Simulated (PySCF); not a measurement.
# Zn (zinc, neutral) across methods

[Ar] 3d10 4s1 4p1, high-spin 3P determinant (an excited configuration). Computed with PySCF 2.14 in aug-cc-pVTZ-PP with one added diffuse shell each of s, p, d, f, g type with ECP10MDF (7s7p6d4f3g, 113 functions), with a scalar-relativistic core potential.

| method | E (hartree) | mean ε 3d β (eV) | mean ε 4s α (eV) | mean ε 4p α (eV) | Σ⟨r²⟩ (bohr²) | ⟨S²⟩ |
| --- | --- | --- | --- | --- | --- | --- |
| PBE0 | -226.9172 | -14.828 | -8.724 | -3.303 | 39.62 | 2.002 |
| r2SCAN | -226.8562 | -12.094 | -8.107 | -2.760 | 38.82 | 2.003 |
| LC-wPBE | -227.0061 | -17.234 | -11.455 | -5.492 | 38.53 | 2.002 |
| LDA | -226.5727 | -12.327 | -8.053 | -2.583 | 39.84 | 2.002 |
| UHF | -225.86322 | -22.549 | -10.992 | -5.277 | 39.98 | 2.002 |
| PBE | -226.9684 | -12.059 | -7.808 | -2.569 | 40.12 | 2.002 |
| wB97X-V | -226.9157 | -17.318 | -10.916 | -5.058 | 39.50 | 2.001 |

**Question.** Estimate the same row for M06.

**Answer.** E (hartree) = -227.0151; mean ε 3d β (eV) = -15.201; mean ε 4s α (eV) = -8.747; mean ε 4p α (eV) = -3.019; Σ⟨r²⟩ (bohr²) = 40.29; ⟨S²⟩ = 2.001.

Energies and moments cover only the electrons outside the core potential.
